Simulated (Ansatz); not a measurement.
Zn13O13H30⁻. Total charge -1; doublet. Geometry PBE-D4/def2-SVP, that of the neutral singlet; atoms count from 1.

Cartesian coordinates in Å:
```
Zn -2.055 -0.884 -1.429
Zn -2.989 0.571 2.265
Zn -3.274 -2.054 1.819
Zn -0.123 -2.623 0.386
Zn -0.837 -0.917 3.704
Zn -2.258 2.908 -1.310
Zn -1.015 1.353 -3.922
Zn 1.019 -1.136 -2.171
Zn 0.527 2.908 -2.381
Zn 0.157 0.630 0.435
Zn 3.136 -0.768 1.992
Zn 3.796 0.811 -0.455
Zn 3.507 -2.438 -0.069
O -3.172 -0.408 0.299
O -2.250 1.109 -2.304
O -3.782 2.146 -0.202
O -0.228 -0.913 -0.633
O -0.865 0.604 2.171
O -1.272 -2.258 2.209
O 1.750 -2.346 1.322
O 0.973 -1.834 3.828
O -0.331 2.335 -0.522
O 0.940 0.822 -2.959
O 3.014 -0.885 -1.314
O 3.326 1.754 -2.194
O 2.114 0.743 0.899
H -2.815 -1.826 -2.419
H -3.467 2.086 2.357
H -4.226 -3.194 1.357
H -3.514 -0.815 3.024
H -0.421 -4.114 0.023
H -1.483 -0.265 4.967
H -2.170 4.441 -1.591
H -1.180 0.648 -5.299
H -0.649 3.020 -3.554
H 1.196 -2.240 -3.265
H 1.785 3.820 -2.039
H 3.060 -0.354 3.526
H 5.017 1.278 0.397
H 3.799 -3.898 -0.517
H 4.356 -1.424 1.070
H -4.073 -0.700 0.040
H -3.123 0.928 -2.708
H -3.580 1.164 -0.117
H -3.830 2.405 0.758
H -0.706 1.426 2.677
H -1.194 -3.180 2.531
H 1.992 -3.267 1.558
H 1.194 -2.109 2.886
H 1.762 -1.265 4.040
H -0.072 3.115 0.009
H 1.262 0.681 -3.876
H 3.481 -1.104 -2.148
H 2.481 1.312 -2.512
H 3.026 2.701 -2.139
H 2.285 1.500 1.495
```

Single mean-field runs in def2-TZVP are fitted with def2-universal-jkfit. The highest occupied level of the charge -1 doublet lies above zero (up to 0.06 eV). By energy differences its removal costs 1.05 eV (vertical, to the charge 0 singlet, at PBE0-D4/def2-TZVP); self-interaction error and the lack of diffuse functions both raise the level.

Problem. Estimate the Mulliken populations of the heavy atoms from the PBE0/def2-TZVP orbitals of Ansatz.

Solution. 
```tsv
atom	charge (e)	spin (α − β)	d electrons
Zn1	0.47	0.13	10.01
Zn2	0.29	0.07	10.04
Zn3	0.31	0.02	10.03
Zn4	0.47	0.12	10.01
Zn5	0.51	0.04	10.03
Zn6	0.51	0.04	10.03
Zn7	0.31	0.02	10.03
Zn8	0.47	0.13	10.01
Zn9	0.29	0.07	10.04
Zn10	1.24	0.17	9.95
Zn11	0.29	0.07	10.04
Zn12	0.51	0.04	10.03
Zn13	0.31	0.02	10.03
O14	-0.87	-0.01	–
O15	-0.82	-0.01	–
O16	-0.59	0.00	–
O17	-1.11	-0.02	–
O18	-0.75	-0.06	–
O19	-0.82	-0.01	–
O20	-0.87	-0.01	–
O21	-0.59	0.00	–
O22	-0.75	-0.06	–
O23	-0.87	-0.01	–
O24	-0.82	-0.01	–
O25	-0.59	0.00	–
O26	-0.75	-0.06	–
```
Mulliken values and Mayer orders depend strongly on the basis.

Problem. Where does the spin sit?

Solution. Summed by element: Zn 0.97, O -0.23, H 0.27, of 1 unpaired in all. Largest on single atoms: Zn10 0.17, Zn8 0.13, Zn1 0.13.

Problem. And the Mayer bond orders between bonded heavy atoms (over 0.3)?

Solution. Zn1–O17 0.37 (1.99 Å); Zn2–O18 0.35 (2.13 Å); Zn3–O19 0.35 (2.05 Å); Zn4–O17 0.37 (1.99 Å); Zn5–O19 0.30 (2.06 Å); Zn5–O21 0.34 (2.03 Å); Zn6–O15 0.30 (2.06 Å); Zn6–O16 0.34 (2.03 Å); Zn7–O15 0.35 (2.05 Å); Zn8–O17 0.37 (1.99 Å); Zn9–O22 0.35 (2.13 Å); Zn11–O26 0.35 (2.13 Å); Zn12–O24 0.30 (2.06 Å); Zn12–O25 0.34 (2.03 Å); Zn13–O24 0.35 (2.05 Å).
